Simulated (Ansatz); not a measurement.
Input file for Ansatz (a program for electronic structure): U-CCSD(T)/def2-TZVPP on CH3I (SMILES CI), a point of a bond scan (R = 2.588 Å). Elements past Kr take the def2 small-core potentials; no spin–orbit coupling. The run froze 10 orbitals, filled d shells among them.

Ansatz 0.2 input:
```yaml
crystal:
  periodic: [false, false, false]
  atoms:
    - {symbol: C, position_ang: [-1.82691210, -0.03626331, -0.04107960]}
    - {symbol: I, position_ang: [0.75966331, 0.01507894, 0.01708164]}
    - {symbol: H, position_ang: [-2.12027408, -0.84393433, -0.70159404]}
    - {symbol: H, position_ang: [-2.17053472, -0.20812832, 0.97235959]}
    - {symbol: H, position_ang: [-2.16179137, 0.92398171, -0.41585748]}
basis:
  gaussian:
    orbitals: def2-TZVPP
correlation: {method: ccsd_t, electrons: outside_noble_gas}
scf: {omitted_lower_state_checks: [cluster_reference]}
magnetization: {spin_polarized: true, initial_magnetization: 0}
```

The head of its log:

```
WARN ansatz: RAYON_NUM_THREADS=1 ignored (pool sized by the plan → 1); use --threads N
Functional definition: HF
these checks for a lower state are left out or cut short: cluster_reference
integrals: 0.32 GiB planned
892 factors; integrals over basis functions are off by at most 8.8e-4 eV
mean field: 0.36 GiB planned
mean field evaluation 1: about -9149.3496 eV, gradient 9.9e0 eV
mean field evaluation 2: about -9149.3516 eV, gradient 9.9e0 eV
mean field evaluation 4: about -9149.9794 eV, gradient 1.2e0 eV
mean field evaluation 8: about -9149.9891 eV, gradient 1.1e-4 eV
mean field evaluation 16: about -9150.0661 eV, gradient 3.6e-2 eV
mean field evaluation 32: about -9150.0662 eV, gradient 1.8e-6 eV
mean field -9150.06618677 eV, -336.2587302260 hartree, gradient 1.6e-6 eV, S^2 0.307021; 5 other end points of the search recorded, 0 dependent functions left out
10 core orbitals not correlated
reference -9150.06618677 eV, -336.2587302260 hartree; 7, 7 occupied and 106, 106 virtual orbitals, 892 factors
```

**Question.** Give the final energy of this run.

**Answer.** -336.6246 hartree (reference determinant -336.2587, T1 diagnostic 0.053). Its determinant has ⟨S²⟩ = 0.31, a mixture of spin states.
